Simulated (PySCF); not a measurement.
C₂H₂Cl (SMILES C=[C]Cl), doublet, geometry from GFN2-xTB. Base run: R2SCAN/pcseg-1 (PySCF).

The PySCF input:
```python
from pyscf import gto, scf, dft

mol = gto.M(
    atom='''
C     0.102105    0.675208    0.004852
C     1.347315    1.045071    0.011872
Cl   -0.734862   -0.751237   -0.007677
H     2.192663    0.358067    0.010416
H     1.603463    2.091291    0.019749
''',
    basis='pcseg-1',
    charge=0,
    spin=1,
    verbose=4,
)

mf = dft.UKS(mol)
mf.xc = 'r2scan'
mf.kernel()
```

Each row names what was changed in the base input (with any setting that the change needs).

```csv
change,ΔE vs base (mEh),fitting functions,dipole (D)
base,0.000,-,0.96
auxbasis = default (with mf = mf.density_fit()),-0.032,471,0.96
auxbasis = cc-pvtz-ri,-14.468,344,0.95
auxbasis = cc-pvdz-jkfit,-0.072,298,0.96
auxbasis = cc-pvqz-jkfit,-0.028,462,0.96
auxbasis = even-tempered beta=2.0,-0.032,471,0.96
auxbasis = even-tempered beta=1.6,-0.009,692,0.96
auxbasis = def2-universal-jfit,-0.117,171,0.96
auxbasis = cc-pvtz-jkfit,-0.043,339,0.96
auxbasis = autoaux,-0.031,435,0.96
```

A fitting set is made for a task (jfit for Coulomb, jkfit for Coulomb and exchange, ri for correlation) and for a family of orbital bases.

Open shells are given as the SCF converged; they aren't shown to be the lowest states, and a large step between rows can be another state.
